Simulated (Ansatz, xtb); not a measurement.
Relative energy of two isomers of C4H4BrNS

We compare a, `Nc1ccsc1Br`, a singlet, with b, `Nc1sccc1Br`, a singlet. Both are isolated molecules in the gas phase, relaxed with PBE0-D3(BJ)/def2-SVP; the shapes shown needn't be the lowest conformers.

a (Å):

| atom | x (Å) | y (Å) | z (Å) |
| --- | --- | --- | --- |
| C | 0.4880 | -0.0109 | -1.4403 |
| C | 0.0046 | -0.6048 | -0.2286 |
| C | 0.5880 | -1.8087 | 0.0525 |
| C | 1.4377 | -0.8215 | -2.0279 |
| Br | 2.3214 | -0.4598 | -3.6311 |
| N | 0.0920 | 1.2256 | -1.9045 |
| S | 1.7474 | -2.2643 | -1.1268 |
| H | 0.3440 | 1.4122 | -2.8689 |
| H | -0.8677 | 1.4743 | -1.7005 |
| H | -0.7459 | -0.1341 | 0.4084 |
| H | 0.4000 | -2.4547 | 0.9089 |

b (Å):

```tsv
atom	x (Å)	y (Å)	z (Å)
C	0.5751	0.1535	-1.7797
C	0.9109	-0.3809	0.6398
C	0.3408	-1.4141	-0.0428
C	0.1536	-1.1081	-1.4222
Br	-0.5791	-2.2988	-2.6782
N	0.4698	0.7748	-3.0000
S	1.2016	0.9814	-0.3879
H	1.2274	1.3995	-3.2490
H	0.2238	0.1376	-3.7511
H	1.1903	-0.3332	1.6903
H	0.0706	-2.3709	0.4036
```

Task: Estimate which is lower in electronic energy at CCSD(T)/def2-SVP + ΔMP2/def2-TZVPP, and by roughly how much.

Result: CCSD(T)/def2-SVP + ΔMP2/def2-TZVPP gives E(b) − E(a) = −1.77 kJ/mol, slightly favouring structure b, which is too small a margin to settle the true order.

The same difference at several levels:

| level | geometry | E(b) − E(a) (kJ/mol) | departure from the last row (kJ/mol) | job, with rough time for the two |
| --- | --- | --- | --- | --- |
| GFN2-xTB | GFN2-xTB | −11.04 | −9.27 | optimisation, 0.19 s |
| HF/STO-3G | GFN2-xTB | −3.27 | −1.50 | single point, 0.92 s |
| r2SCAN-D4/def2-SVP | GFN2-xTB | −4.15 | −2.37 | single point, 9.6 s |
| PBE0-D3(BJ)/def2-SVP | PBE0-D3(BJ)/def2-SVP | −4.12 | −2.34 | optimisation, 92 s |
| HF/def2-SVP | PBE0-D3(BJ)/def2-SVP | −5.81 | −4.04 | part of the CCSD(T) run |
| MP2/def2-SVP | PBE0-D3(BJ)/def2-SVP | −3.01 | −1.24 | part of the CCSD(T) run |
| CCSD(T)/def2-SVP | PBE0-D3(BJ)/def2-SVP | −3.57 | −1.79 | single point |
| CCSD(T)/def2-SVP + ΔMP2/def2-TZVPP | PBE0-D3(BJ)/def2-SVP | −1.77 |  | single point, 3.1 min |

As drawn, both hold the same kinds of bond in the same numbers.

The largest departure from CCSD(T)/def2-SVP + ΔMP2/def2-TZVPP is that of GFN2-xTB, 9.27 kJ/mol. The last row adds to CCSD(T) the change of the MP2 difference between the two basis sets, here +1.79 kJ/mol.

With thermal terms from frequencies at re-optimised GFN2-xTB minima (ideal gas, soft modes damped towards free rotors, one conformer each, 298.15 K, 1 atm): the zero-point term adds −0.81 kJ/mol; ΔH is −2.42 and ΔG −2.62 kJ/mol.

The correlated steps freeze 19 core orbitals; the filled d shell of Br is correlated, in a basis made for valence electrons. Run with Ansatz 0.2.0, xtb 6.7.1; the last row on 2 threads of Arm Neoverse V1 on a shared host.
